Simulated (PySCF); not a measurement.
Si(F)(OH)2(OMe) (CH₅FO₃Si), SMILES CO[Si](O)(O)F. Atoms are numbered in the order given.

```xyz
11

C      2.2435    -0.4713    -0.0431
O      0.9364    -0.7414    -0.5160
Si    -0.3973     0.0493     0.0003
O     -0.6224    -0.2283     1.5974
O     -1.7153    -0.4290    -0.8443
F     -0.1583     1.6375    -0.2320
H      2.3391    -0.7187     1.0285
H      2.9528    -1.0924    -0.6097
H      2.5138     0.5899    -0.1862
H     -1.3941     0.1666     2.0179
H     -1.6749    -0.3564    -1.8046
```
Charge 0, spin multiplicity 1.

Geometry optimised at r2SCAN-D4/def2-SVP. This is a generated structure with no PubChem entry under its InChIKey; it may be hypothetical. The values are those of a single conformer.

All values below come from r2SCAN-D4/def2-SVP in PySCF.

Frequencies are harmonic and unscaled.

```csv
mode,ν (cm⁻¹),IR (km/mol),Raman (Å⁴/amu),depolarisation,moving atoms (share of kinetic energy)
1,45,5.3,0.4,0.75,"O 29 %, H 27 %, C 26 %, F 15 %"
2,84,13.4,0.7,0.75,H 87 %
3,92,31.8,2.0,0.75,"H 84 %, O 9 %"
4,144,20.2,0.4,0.68,"H 36 %, C 30 %, O 19 %, F 10 %"
5,189,139.6,1.2,0.70,"H 77 %, O 11 %"
6,285,22.1,0.3,0.74,"O 66 %, H 18 %, F 14 %"
7,304,23.5,0.2,0.50,"O 64 %, H 18 %, F 11 %"
8,347,64.2,1.9,0.75,"O 43 %, F 26 %, Si 18 %, H 10 %"
9,370,42.5,0.9,0.58,"O 54 %, Si 21 %, F 19 %"
10,411,35.0,1.1,0.63,"O 53 %, Si 22 %, F 13 %"
11,720,29.9,10.0,0.03,"O 57 %, F 19 %, C 11 %, H 10 %"
12,769,145.0,1.9,0.50,"H 68 %, O 27 %"
13,789,168.4,1.9,0.57,"H 76 %, O 23 %"
14,913,205.8,1.6,0.54,"Si 46 %, F 28 %, O 10 %, H 9 %"
15,966,177.9,1.2,0.48,"Si 47 %, O 34 %, F 10 %"
16,1012,173.1,1.6,0.75,"Si 48 %, O 41 %, H 11 %"
17,1153,231.9,2.2,0.67,"O 38 %, C 30 %, H 27 %"
18,1173,1.3,2.7,0.75,"H 77 %, C 18 %"
19,1212,137.1,1.9,0.56,"H 49 %, O 27 %, C 22 %"
20,1470,1.1,6.2,0.63,"H 88 %, C 9 %"
21,1473,4.6,19.3,0.75,H 97 %
22,1478,7.9,16.3,0.75,H 96 %
23,3007,59.0,134.3,0.01,H 97 %
24,3095,31.0,63.7,0.74,"H 90 %, C 10 %"
25,3134,25.6,95.7,0.62,"H 90 %, C 10 %"
26,3896,129.6,78.1,0.36,H 94 %
27,3900,99.8,115.4,0.24,H 94 %
```
